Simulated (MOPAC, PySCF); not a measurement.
C2H4Si, SMILES `C#C[SiH3]`, neutral singlet in the gas phase. 

Cartesian coordinates (Å):
SMILES: C#C[SiH3]
```xyz
7

C      1.9519    -0.1951     0.0379
C      0.7526    -0.0752     0.0146
Si    -1.0632     0.1063    -0.0206
H      3.0103    -0.3009     0.0584
H     -1.4094     1.5011    -0.3680
H     -1.6277    -0.8116    -1.0331
H     -1.6145    -0.2246     1.3108
```
Charge 0, multiplicity 1.

All levels are single points at this geometry (B3LYP-D3(BJ)/def2-TZVP); Pople sets use spherical d functions. Orbital energies aren't observables, and empty levels follow the basis.

PBE/6-31G* in PySCF gives dipole (D) = 0.44.

Question: Estimate the dipole (D) from each of these levels: ωB97X-D3(BJ)/def2-TZVP in PySCF; B3LYP/6-311+G** in PySCF; HF/3-21G in PySCF; AM1 in MOPAC; PM7 in MOPAC.

Answer: 
```csv
level,dipole (D)
ωB97X-D3(BJ)/def2-TZVP in PySCF,0.42
B3LYP/6-311+G** in PySCF,0.30
HF/3-21G in PySCF,0.46
AM1 in MOPAC,0.13
PM7 in MOPAC,0.19
```
